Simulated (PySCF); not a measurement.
# One molecule, several mistakes: H4NOSi anion

These are calculations, not measurements. The program is PySCF 2.14.0, an open-source quantum chemistry code, run on an isolated molecule that a program drew, which may never have been made. The molecule is H4NOSi anion (charge -1, singlet), drawn as the SMILES string `N[SiH-]O`.

Each row is a Hartree-Fock (HF) and frozen-core CCSD(T) single point in the aug-cc-pV(D+d)Z basis, meant for a local HF minimum. Run 1 is clean. Each other run has one planted mistake out of seven kinds, and not every kind appears here: one electron removed, one electron added, multiplicity raised by two, geometry at a saddle point, minimal basis STO-3G, one bond length entered in bohr, all coordinates scaled. The reference is restricted for singlets and unrestricted otherwise, and also for a bond in bohr. Adding or removing an electron swaps singlet and doublet. Electrons count all cores. HOMO and LUMO are orbital energies over both spins, the gradient is its largest component, and the lowest frequency (negative if imaginary) is given only where the gradient is small. Bond lengths are over the 6 bonds as drawn. T1 is the CCSD diagnostic: over 0.02 (restricted) or 0.045 (unrestricted) a single reference is doubtful.

Geometry of the clean run:
```xyz
7
H4NOSi anion, angstrom
N    -0.2210    0.7495    0.4829
Si    0.6439    2.1195   -0.3922
O     2.2751    1.5008   -0.3878
H    -0.6539    1.0167    1.3457
H    -0.8998    0.2498   -0.0609
H     0.2041    1.6433   -1.8094
H     2.2779    0.5588   -0.4434
```

```
run,electrons,basis functions,<S^2>,HOMO (eV),LUMO (eV),gradient (hartree/bohr),lowest frequency (cm^-1),mean bond (Å),longest bond (Å),T1,HF (hartree),CCSD(T) (hartree),mistake
1,34,114,0.000,-1.76,4.00,1.8e-05,179,1.3488,1.841,0.0162,-420.62652,-421.18359,no fault
2,34,23,0.000,2.79,21.08,6.7e-02,-,1.3488,1.841,0.0089,-415.31914,-415.45526,minimal basis STO-3G
3,34,114,0.000,-1.66,4.08,2.0e-05,-348,1.3628,1.842,0.0202,-420.55631,-421.13276,?
4,34,114,0.000,-2.28,3.99,5.9e-02,-,1.4378,1.963,0.0176,-420.60531,-421.17578,?
```

**Which mistake was planted in run 3, and what did it cost?**

The gradient is small, so the point is stationary, but the lowest frequency is imaginary (-348 cm^-1). So the mistake is: geometry at a saddle point. Subtracting run 1 and multiplying by 627.51 kcal/mol a hartree, the energy moved by 44.1 kcal/mol in HF and 31.9 kcal/mol in CCSD(T).

**Which mistake was planted in run 4, and what did it cost?**

The mean and the longest bond both change by the same factor, 1.066, and the gradient is no longer small. So the mistake is: all coordinates scaled. Subtracting run 1 and multiplying by 627.51 kcal/mol a hartree, the energy moved by 13.3 kcal/mol in HF and 4.9 kcal/mol in CCSD(T).

Cautions from the logs. Run 2: the HOMO is above zero, so the electron isn't bound and the energy depends on the basis; run 3: T1 is over the limit, so its CCSD(T) energy is less reliable.
